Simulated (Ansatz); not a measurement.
A geometry optimisation of C2H8FSi2+ with B3LYP-D3(BJ)/def2-SVP

The starting geometry of this gas-phase singlet was optimised with GFN2-xTB; its bonds are those of `C[SiH+]C[SiH2]F`.

```xyz
13

C     0.1639    1.3120   -0.9826
C    -2.1600    1.0012    1.3125
F     1.5856    0.9797    1.3422
Si   -0.9513    0.2642    0.0817
Si    1.7949    1.8225   -0.0206
H     0.4532    0.7790   -1.8910
H    -0.3401    2.2222   -1.3125
H    -0.8203   -1.1844    0.0141
H    -2.0197    2.0778    1.4259
H    -3.1950    0.8362    1.0104
H    -2.0414    0.5500    2.2996
H     2.9673    1.2897   -0.6782
H     1.7294    3.2174    0.3607
```

Problem. Where would you expect an optimisation with B3LYP-D3(BJ)/def2-SVP to take it?

Solution. A new bond forms, giving a structure with F3 bridging Si5 and Si4, given below by its coordinates. Distances that change by over a tenth: F3–Si5 (1.62 → 1.82 Å). Contacts that close: F3–Si4 (2.92 → 1.86 Å).

The energy falls by 0.70 eV over 14 steps:

```
step  E − E(last) (eV)
   1             0.703
   2             0.508
   4             0.250
   5             0.069
   7             0.003
   8             0.003
  10             0.000
  11             0.000
  13             0.000
  14             0.000
```

Final geometry (Å):

```xyz
13

C     0.0976    1.3990   -1.1010
C    -2.0008    1.0244    1.3243
F     0.9388    0.8414    1.2182
Si   -0.6186    0.3738    0.3052
Si    1.6538    1.8129   -0.1447
H     0.2855    0.8174   -2.0175
H    -0.5105    2.2821   -1.3536
H    -0.4568   -1.0866    0.1840
H    -1.9261    2.1133    1.4675
H    -2.9562    0.8076    0.8145
H    -2.0267    0.5275    2.3077
H     2.8960    1.0919   -0.4719
H     1.7905    3.1630    0.4295
```

Frequencies at the end are all real (lowest 87 cm⁻¹). Run with Ansatz 0.2.0, 40 s on 2 threads of Arm Neoverse V1, with other jobs on the host.
